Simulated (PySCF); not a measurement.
**C5H8FO: g tensor and hyperfine couplings**

C₅H₈FO (doublet state).
Numbering: `[CH3:1][C@@H:2]([OH:3])/[CH:4]=[CH:5]\[CH:6][F:7]` (hydrogens: H8, H9, H10 on C1; H11 on C2; H12 on O3; H13 on C4; H14 on C5; H15 on C6)

Structure used (GFN2-xTB), in Å, numbered top down from 1:
```xyz
15
C5H8FO angstrom
C     -1.4911    0.7353    0.0389
C     -0.6151   -0.3627    0.6721
O     -1.4119   -1.3768    1.2438
C      0.3347   -0.9154   -0.3413
C      1.5209   -0.3385   -0.7413
C      2.0962    0.8250   -0.3050
F      1.5393    1.6221    0.6232
H     -2.0266    0.3380   -0.8227
H     -0.8750    1.5685   -0.2828
H     -2.2106    1.0897    0.7728
H     -0.0673    0.0685    1.5165
H     -1.9767   -1.7512    0.5576
H      0.0444   -1.8503   -0.7981
H      2.0976   -0.8567   -1.4957
H      3.0368    1.2122   -0.6600
```

The hyperfine couplings belong to this conformer and change with its torsions.

Method used: UKS B3LYP, pcH-1 on C F H O, non-relativistic, mean-field spin-orbit, GIAO in PySCF 2.14.0. Isolated species at its GFN2-xTB geometry (one conformer only). Couplings are sensitive to structure, and on GFN2-xTB geometries they can be far from those on DFT ones. Stability of the SCF solution: not tested. ⟨S²⟩ is 0.775 where a pure state has 0.75.

```json
{"g1, g2, g3": "2.00206, 2.00357, 2.00409", "g_iso": "2.00324", "Form of g": "rhombic: the two nearest values differ by 25 % of g3 − g1", "⟨S²⟩": "0.7754 (exact 0.7500)", "α and β electrons": "28, 27"}
```

Isotropic coupling and dipolar principal values T1 to T3, in MHz:

| atom | isotope | a_iso | T1 | T2 | T3 | Mulliken spin population |
| --- | --- | --- | --- | --- | --- | --- |
| C1 | 13C | 40.0 | -3.1 | -2.7 | 5.8 | 0.02 |
| C2 | 13C | -19.9 | -1.0 | 0.1 | 0.9 | -0.05 |
| O3 | 17O | -0.3 | -2.6 | 1.2 | 1.3 | 0.00 |
| C4 | 13C | 58.8 | -53.0 | -51.0 | 104.0 | 0.68 |
| C5 | 13C | -48.1 | -28.7 | 10.8 | 17.9 | -0.26 |
| C6 | 13C | 62.1 | -53.7 | -50.5 | 104.1 | 0.59 |
| F7 | 19F | 93.8 | -169.1 | -140.1 | 309.2 | 0.04 |
| H8 | 1H | -1.8 | -3.4 | -1.7 | 5.1 | 0.00 |
| H9 | 1H | -1.1 | -3.6 | -0.1 | 3.7 | 0.00 |
| H10 | 1H | 11.9 | -1.9 | -1.4 | 3.2 | 0.01 |
| H11 | 1H | 36.8 | -3.8 | -1.3 | 5.1 | 0.01 |
| H12 | 1H | -0.4 | -2.3 | -1.9 | 4.3 | 0.00 |
| H13 | 1H | -42.8 | -25.4 | -0.2 | 25.7 | -0.03 |
| H14 | 1H | 10.4 | -5.3 | -1.7 | 7.0 | 0.01 |
| H15 | 1H | -44.3 | -24.4 | -1.2 | 25.5 | -0.03 |

The largest Mulliken spin populations are on C4 (+0.68), C6 (+0.59) and C5 (-0.26). The angles at C4 add up to 360.0°, so it is planar; its axial dipolar tensor and the negative coupling of its proton fit spin in a p orbital normal to that plane.

The SMILES `C[C@@H](O)/C=C\[CH]F` draws the unpaired electron on C6, whose computed spin population is only +0.59.

Axes: g2 points within 9° of the C2–C4 bond.

Under fast tumbling the dipolar parts average out, and these isotropic splittings remain: 1 × 19F (F7, I = 1/2, 2 lines) with 3.35 mT, 1 × 1H (H15, I = 1/2, 2 lines) with 1.58 mT, 1 × 1H (H13, I = 1/2, 2 lines) with 1.53 mT, 1 × 1H (H11, I = 1/2, 2 lines) with 1.31 mT, 1 × 1H (H14, I = 1/2, 2 lines) with 0.37 mT and 3 × 1H (H8/H9/H10, I = 1/2, 4 lines) with 0.11 mT.

Means are taken over nuclei equivalent by connectivity, which assumes that they swap fast. The three 1H nuclei of mean +3.0 MHz run from -1.8 to 11.9 MHz in the frozen geometry.

The 13C coupling of C6 (62.1 MHz) shows only in satellite lines or after enrichment, since that isotope makes up about 1.07 % of natural carbon.
